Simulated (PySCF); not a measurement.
## Continuum solvent and chemical shifts

Atom-mapped SMILES (the numbers label the heavy atoms): `[CH3:1][O:2][C@@:3]1([F:4])[CH:5]=[CH:6][O:7][CH2:8][CH2:9]1`; H(Xn) means a hydrogen on atom n. Ha(C8), Ha(C9) are pro-R; Hb(C8), Hb(C9) are pro-S.

GIAO PBE0/pcSseg-1 in PySCF on one PBE0-D3(BJ)/def2-SVP conformer, non-relativistic, equivalent nuclei averaged. Solvents enter as an IEF-PCM continuum (chloroform with ε = 4.7, dichloromethane with ε = 8.9) around the gas-phase geometry. Shifts are referred to TMS, CFCl3 computed in the same medium.

Gas phase, δ in ppm: C6 155.4, C5 107.8, C3 106.8, C8 64.3, C1 49.6, C9 32.7, F4 -121.1, H(C6) 6.47, H(C5) 4.98, Hb(C8) 4.06, Ha(C8) 3.96, H(C1) 3.42, Hb(C9) 1.84, Ha(C9) 1.67. Dipole moment 1.94 D.

(1) How does each δ change in the continuum?

(2) Which nuclei move most (in ppm), and what does the model miss?

Answers

(1) 
| atoms | environment | Δδ, chloroform | Δδ, dichloromethane |
| --- | --- | --- | --- |
| C6 | alkene carbon bearing oxygen | +2.2 | +2.6 |
| C5 | β carbon of an enol-ether or enamine type C=C | -0.5 | -0.6 |
| C3 | allylic fully substituted sp3 carbon bonded to F and O | +1.4 | +1.7 |
| C8 | sp3 CH2 bonded to O | +0.9 | +1.2 |
| C1 | methyl carbon bonded to O | +0.9 | +1.1 |
| C9 | sp3 CH2 in a ring | +0.5 | +0.6 |
| F4 | fluorine on an sp3 carbon | -2.7 | -3.1 |
| H(C6) | hydrogen on an alkene carbon bearing oxygen | +0.18 | +0.22 |
| H(C5) | hydrogen on a β carbon of an enol-ether or enamine type C=C | +0.03 | +0.02 |
| Hb(C8) | hydrogen on an sp3 CH2 bonded to O | +0.19 | +0.24 |
| Ha(C8) | hydrogen on an sp3 CH2 bonded to O | +0.01 | +0.01 |
| H(C1) | hydrogen on a methyl carbon bonded to O | +0.09 | +0.11 |
| Hb(C9) | hydrogen on an sp3 CH2 in a ring | +0.23 | +0.29 |
| Ha(C9) | hydrogen on an sp3 CH2 in a ring | +0.10 | +0.12 |

Changes are relative to the gas phase. The dipole moment becomes 2.37 D in chloroform, 2.47 D in dichloromethane.

(2) F4 (fluorine on an sp3 carbon, -3.1 ppm) in dichloromethane. A continuum only polarises the solute; specific hydrogen bonds, the anisotropy of aromatic solvents and changes of geometry or conformer are outside it.
